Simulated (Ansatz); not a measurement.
Sb₂H₄, relaxed as a singlet with RKS B3LYP-D4/def2-TZVP in Ansatz, starting from the GFN2-xTB geometry. Force threshold 0.02 eV/Å.

In the def2 sets Sb takes a core potential; there is no spin–orbit coupling.

Start:

```xyz
6

Sb   -0.538   -1.214    0.375
Sb    0.542    1.213   -0.365
H     0.968   -1.667    1.013
H    -0.021   -1.869   -1.100
H     0.004    1.877    1.101
H    -0.955    1.659   -1.024
```

| step | energy (eV) | largest force component (eV/Å) | SCF passes |
| --- | --- | --- | --- |
| 1 | -13145.2972 | 0.718 | 18 |
| 2 (rejected) | -13145.2287 | 0.802 | 25 |
| 3 | -13145.3707 | 0.232 | 19 |
| 4 | -13145.3755 | 0.011 | 20 |

Force components are those of the run's own axes.

End:

Cartesian coordinates in Å:
```
Sb -0.5230 -1.2827 0.3747
Sb 0.5276 1.2837 -0.3646
H 0.9870 -1.7207 1.0642
H -0.0413 -1.9314 -1.1401
H 0.0259 1.9409 1.1401
H -0.9763 1.7103 -1.0743
```

By distances, no bond broke or formed. The bond that changes most is Sb1–Sb2, from 2.76 to 2.87 Å (atoms count from 1).

No frequencies were taken in this run, so the end may be a saddle point.

It took 4.7 s on 4 threads of Arm Neoverse V2 on a shared host.
